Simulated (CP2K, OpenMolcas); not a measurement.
# How methods differ on C2H5BO (SMILES B1CCO1)

The species is C2H5BO (9 atoms), meant as a singlet with charge 0. As SMILES, `B1CCO1`. The coordinates come from a PBE0-D4/def2-TZVP relaxation.

```jsonl
{"atom": "B", "x (Å)": "-0.4026", "y (Å)": "0.3017", "z (Å)": "-1.0820"}
{"atom": "C", "x (Å)": "0.5060", "y (Å)": "0.6170", "z (Å)": "0.1710"}
{"atom": "C", "x (Å)": "-0.0986", "y (Å)": "-0.7196", "z (Å)": "0.6177"}
{"atom": "O", "x (Å)": "-0.8848", "y (Å)": "-0.8785", "z (Å)": "-0.5962"}
{"atom": "H", "x (Å)": "-0.6970", "y (Å)": "0.7728", "z (Å)": "-2.1395"}
{"atom": "H", "x (Å)": "0.2363", "y (Å)": "1.4790", "z (Å)": "0.7822"}
{"atom": "H", "x (Å)": "1.5862", "y (Å)": "0.6141", "z (Å)": "0.0210"}
{"atom": "H", "x (Å)": "-0.7576", "y (Å)": "-0.6813", "z (Å)": "1.4872"}
{"atom": "H", "x (Å)": "0.6006", "y (Å)": "-1.5515", "z (Å)": "0.7215"}
```

Quantity: the HOMO–LUMO gap, in eV. The values are calculated.

```json
{"level": "IPEA1-xTB", "kind": "semi-empirical", "program": "CP2K", "value (eV)": "6.47", "CPU time": "under 2 s"}
{"level": "HF/def2-SVP", "kind": "Hartree–Fock", "program": "OpenMolcas", "value (eV)": "15.56", "CPU time": "5.8 s"}
{"level": "SVWN5/def2-SVP", "kind": "LDA", "program": "OpenMolcas", "value (eV)": "5.78", "CPU time": "23 s"}
{"level": "revPBE/def2-SVP", "kind": "GGA", "program": "OpenMolcas", "value (eV)": "5.96", "CPU time": "36 s"}
{"level": "TPSS/def2-SVP", "kind": "meta-GGA", "program": "OpenMolcas", "value (eV)": "6.23", "CPU time": "45 s"}
{"level": "B3LYP/def2-SVP", "kind": "global hybrid", "program": "OpenMolcas", "value (eV)": "7.93", "CPU time": "34 s"}
{"level": "B2PLYP/def2-SVP", "kind": "double hybrid", "program": "OpenMolcas", "value (eV)": "11.12", "CPU time": "25 s"}
```

The values span 5.78 to 15.56 eV. Orbital gaps aren't excitation energies, and those of double hybrids come from the SCF part alone; they tend to grow with the share of exact exchange. Times are those of the runs behind each value, whatever else they computed, on shared processors of several kinds: orders of magnitude only.
